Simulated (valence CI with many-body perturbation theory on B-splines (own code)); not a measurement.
# Te45+: E2, E3, M2 decay

Computed by valence CI with perturbative core correlation (CI+MBPT): five valence electrons over a frozen Dirac-Fock core [He], radial functions for each j: 11 s, 11 p, 10 d, 8 f, 5 g, 2 h, with the one-electron correlation potential Σ1 (screened to all orders), the two-electron term Σ2, the three-electron term Σ3, Breit, model QED; selected single and double excitations, second order for the rest, scaled by the run's own slope (own B-spline code, finite nucleus).

The last digits are not significant, and no measured levels were compared; by estimate large intervals hold to a few tenths of a per cent, small ones and those within an open d or f shell to about a per cent. Among the levels kept, up to 7200 cm⁻¹ of a level comes from second order outside the variational space, and about a tenth of that is noise between levels of different J, which matters for small intervals.

Lines 51 to 74 of 74 in falling wavelength, among levels below 397.33 Ry, chosen from the decays that carry over 1 % of a level's rate. Wavelengths and rates use the calculated energies. Electric multipoles are in the length gauge with retardation, E1 and E2 with the static RPA response of the core. S is in atomic units (e²a₀⁴ for E2 and M2, e²a₀⁶ for E3), for M1 in squared Bohr magnetons. Weak lines are less certain than strong ones. Lines between different terms over intervals too small for the method are left out, as are lines whose strength nearly cancels. The highest levels of a list are the least certain.

Levels are named by their leading jj configuration (3d3/2^4 stands for four electrons in 3d with j = 3/2), which in mixed levels can hold well under half, so a name can repeat and another be missing. Letters in brackets count levels of one name in rising energy.

| λ vac (nm) | Upper | Lower | Type | A (s⁻¹) | S (a.u.) |
| --- | --- | --- | --- | --- | --- |
| 0.2664 | (2s^2 2p3/2^2 3p3/2) J=7/2 | (2s^2 2p1/2 2p3/2^2) J=5/2 | E2 | 6.17e+10 | 5.91e-05 |
| 0.2662 | (2s^2 2p3/2^2 3p3/2) J=5/2 | (2s^2 2p1/2 2p3/2^2) J=5/2 | E2 | 8.35e+10 | 5.97e-05 |
| 0.2661 | (2s^2 2p3/2^2 3p3/2) J=1/2 | (2s^2 2p1/2 2p3/2^2) J=5/2 | E2 | 1.25e+11 | 2.98e-05 |
| 0.2661 | (2s^2 2p1/2 2p3/2 3p3/2) J=7/2 | (2s^2 2p1/2^2 2p3/2) J=3/2 | E2 | 1.39e+11 | 1.32e-04 |
| 0.2653 | (2s^2 2p3/2^2 3p3/2) J=7/2 | (2s^2 2p1/2 2p3/2^2) J=3/2 | E2 | 9.53e+10 | 8.94e-05 |
| 0.2652 | (2s^2 2p3/2^2 3p3/2) J=3/2 [b] | (2s^2 2p1/2 2p3/2^2) J=1/2 | E2 | 1.25e+11 | 5.86e-05 |
| 0.2650 | (2s^2 2p3/2^2 3p3/2) J=5/2 | (2s^2 2p1/2 2p3/2^2) J=3/2 | E2 | 4.68e+10 | 3.28e-05 |
| 0.2645 | (2s^2 2p1/2 2p3/2 3p3/2) J=1/2 [b] | (2s^2 2p1/2^2 2p3/2) J=3/2 | E2 | 6.70e+10 | 1.55e-05 |
| 0.2644 | (2s^2 2p3/2^2 3p3/2) J=3/2 [a] | (2s^2 2p1/2 2p3/2^2) J=5/2 | E2 | 1.14e+11 | 5.24e-05 |
| 0.2611 | (2s^2 2p3/2^2 3d5/2) J=9/2 | (2s^2 2p1/2 2p3/2^2) J=5/2 | M2 | 1.25e+09 | 1.36e-06 |
| 0.2610 | (2s^2 2p1/2 2p3/2 3d5/2) J=9/2 | (2s^2 2p1/2^2 2p3/2) J=3/2 | E3 | 4.27e+08 | 1.12e-05 |
| 0.2600 | (2s^2 2p3/2^2 3d5/2) J=9/2 | (2s^2 2p1/2 2p3/2^2) J=3/2 | E3 | 3.36e+08 | 8.58e-06 |
| 0.2538 | (2s 2p1/2 2p3/2^2 3d5/2) J=9/2 [a] | (2s^2 2p1/2 2p3/2^2) J=5/2 | E2 | 1.43e+10 | 1.35e-05 |
| 0.2533 | (2s 2p1/2^2 2p3/2 3d3/2) J=7/2 | (2s^2 2p1/2^2 2p3/2) J=3/2 | E2 | 2.35e+11 | 1.75e-04 |
| 0.2529 | (2s 2p1/2 2p3/2^2 3d3/2) J=9/2 | (2s^2 2p1/2 2p3/2^2) J=5/2 | E2 | 3.51e+11 | 3.24e-04 |
| 0.2526 | (2s 2p1/2 2p3/2^2 3d5/2) J=7/2 [a] | (2s^2 2p1/2 2p3/2^2) J=3/2 | E2 | 5.89e+11 | 4.32e-04 |
| 0.2519 | (2s 2p1/2 2p3/2^2 3d5/2) J=9/2 [b] | (2s^2 2p1/2 2p3/2^2) J=5/2 | E2 | 4.77e+11 | 4.32e-04 |
| 0.2503 | (2s 2p1/2^2 2p3/2 3d3/2) J=5/2 [b] | (2s^2 2p1/2^2 2p3/2) J=3/2 | E2 | 3.17e+11 | 1.67e-04 |
| 0.2499 | (2s 2p1/2 2p3/2^2 3d3/2) J=7/2 [c] | (2s^2 2p1/2 2p3/2^2) J=5/2 | E2 | 5.75e+11 | 4.00e-04 |
| 0.2499 | (2s 2p1/2^2 2p3/2 3d3/2) J=1/2 [b] | (2s^2 2p1/2^2 2p3/2) J=3/2 | E2 | 1.16e+12 | 2.02e-04 |
| 0.2496 | (2s 2p1/2 2p3/2^2 3d5/2) J=3/2 [d] | (2s^2 2p1/2 2p3/2^2) J=1/2 | E2 | 7.98e+11 | 2.76e-04 |
| 0.2492 | (2s 2p1/2 2p3/2^2 3d3/2) J=3/2 [d] | (2s^2 2p1/2 2p3/2^2) J=3/2 | E2 | 5.83e+11 | 2.00e-04 |
| 0.2487 | (2s 2p1/2 2p3/2^2 3d5/2) J=9/2 [c] | (2s^2 2p1/2 2p3/2^2) J=5/2 | E2 | 8.56e+11 | 7.28e-04 |
| 0.2483 | (2s 2p1/2 2p3/2^2 3d5/2) J=7/2 [c] | (2s^2 2p1/2 2p3/2^2) J=3/2 | E2 | 6.73e+11 | 4.54e-04 |
